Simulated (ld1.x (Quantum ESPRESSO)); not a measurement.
**thallium: one change to a TM potential, before and after**

```json
{
 "Element": "thallium (Tl)",
 "Generator": "ld1.x (Quantum ESPRESSO) 7.5",
 "Type": "norm-conserving Troullier–Martins (Kleinman–Bylander form)",
 "Functional": "PBE",
 "Relativity": "scalar-relativistic",
 "Frozen core": "[Xe] 4f14",
 "Valence charge": "13",
 "Reference configuration": "5d10 6s1.5 6p1.5",
 "Partial waves": "6s (bound): rc 1.75 bohr; 6p (bound): rc 2.60 bohr; 5d (bound): rc 1.65 bohr",
 "Local potential": "all-electron potential smoothed inside 1.60 bohr (lloc = -1)",
 "Core correction": "a·sin(br)/r model core, default radius (core density twice the valence density)"
}
```

All-electron outer shells of the reference configuration (PBE, scalar-relativistic, ld1.x):

| shell | level (eV) | outermost node (bohr) | outermost maximum (bohr) |
| --- | --- | --- | --- |
| 4f | -115.02 | – | 0.36 |
| 5p | -77.10 | 0.50 | 0.91 |
| 5d | -16.43 | 0.53 | 1.11 |
| 6s | -10.19 | 1.04 | 2.05 |
| 6p | -2.79 | 1.23 | 2.87 |

Change: local potential the p channel.

Cutoffs: the cutoffs (Ry, on a coarse ladder) from which the occupation-weighted sum of valence levels, in a spherical-Bessel basis at the reference potential, stays within 10 and 1 mRy of its value at 400 Ry; they do not see the model core or the augmentation charge, which bear on the density cutoff. Errors are all-electron minus pseudo energies relative to the spin-unpolarised reference configuration.

Problem. What does the change do?

Solution. The potential gets neither clearly harder nor softer (50 Ry and 90 Ry → 50 Ry and 90 Ry); the bound ghost in p, s disappears; of the 7 tests that both files solve, the error grows in 2 and shrinks in 1 by more than 15 % and 0.3 meV (median size 2.0 → 1.9 meV); the range in which the p phases agree narrows (upper end 4.0 → 2.9); the range in which the d phases agree narrows (upper end at the end of the scan → 0.4). In the separable form a ghost depends on how the local part lies against the semilocal potential of the channel, so the choice of the local part can create or remove one.

```tsv
quantity	base	changed
cutoff, loose	50 Ry	50 Ry
cutoff, tight	90 Ry	90 Ry
loose cutoff by channel (10 mRy a level)	s 21 Ry, p 6 Ry, d 40 Ry	s 21 Ry, d 45 Ry, p 6 Ry
bound ghosts	s, p	none
error for 5d10 6s2 6p1, meV [ΔE -3.65 eV]	+0.2	+0.2
error for 5d10 6s2 6p0, meV [ΔE 1.52 eV]	-5.4	-6.0
error for 5d10 6s1 6p0, meV [ΔE 22.30 eV]	-21	-23
error for 5d10 6s1 6p1, meV [ΔE 9.80 eV]	-7.1	-4.3
error for 5d10 6s2 6p1.3, meV [ΔE -4.14 eV]	+0.3	+0.7
error for 5d10 6s1 6p2, meV [ΔE 3.76 eV]	-2.0	-1.9
error for 5d10 6s2 6p0.5, meV [ΔE -1.79 eV]	-1.3	-1.7
s: phases at 2.86 bohr within 0.05 rad from the reference energy up to (Ry; the scan ends near 5)	2.2	1.7
p: phases at 2.86 bohr within 0.05 rad from the reference energy up to (Ry; the scan ends near 5)	4.0	2.9
d: phases at 2.86 bohr within 0.05 rad from the reference energy up to (Ry; the scan ends near 5)	to the end of the scan	0.4
```

 A true bound ghost makes a file unfit for plane-wave use even where its test errors are small: the radial tests pick states by their node count and pass the ghost by.
